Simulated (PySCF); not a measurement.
**TlI3 at several levels of theory**

Computed with PySCF 2.14.0 (density fitting, no spin-orbit coupling) at the geometry relaxed with PBE:

```xyz
4
TlI3 (singlet)
Tl    0.0898    0.0000    0.0000
I    -1.2880    0.0000    2.3916
I    -1.2880    0.0000   -2.3916
I     2.8518    0.0000    0.0000
```

```csv
level,basis,state,HOMO (eV),gap (eV),charge on Tl1 (e),dipole about the centre of mass (D),largest force component (eV/Å)
PBE,"Tl def2-SVP with ECP60, I def2-SVP with ECP28",singlet,-6.65,1.86,0.34,0.01,0.02
revPBE,the same,singlet,-6.60,1.88,0.37,0.01,0.15
wB97X,the same,singlet,-10.01,7.55,0.42,0.02,0.49
M06-L,the same,singlet,-6.71,2.19,0.48,0.02,0.16
PBE,"Tl def2-TZVP with ECP60, I def2-TZVP with ECP28",singlet,-6.74,1.94,0.61,0.01,0.20
PBE,"Tl x2c-SVPall, I x2c-SVPall",singlet,-6.56,1.85,0.46,0.01,0.15
```

Charges are Mulliken's, which hang on the basis. The relaxation used the grid (50, 194), these runs (75, 302) or, all-electron (x2c bases, spin-free X2C Hamiltonian), (99, 590).

Q: What does BLYP with Tl def2-SVP with ECP60, I def2-SVP with ECP28 give here?

A: state singlet, HOMO (eV) -6.40, gap (eV) 1.79, charge on Tl1 (e) 0.32, dipole about the centre of mass (D) 0.01, largest force component (eV/Å) 0.36. Time: 6.6 s on 2 threads of Arm Neoverse V1 (shared host), from an already converged density.

In the first row's basis the gap widens with exact exchange: 1.8 to 2.2 eV for BLYP, PBE, revPBE, M06-L (none); 7.6 eV for wB97X (rising or full at long range).
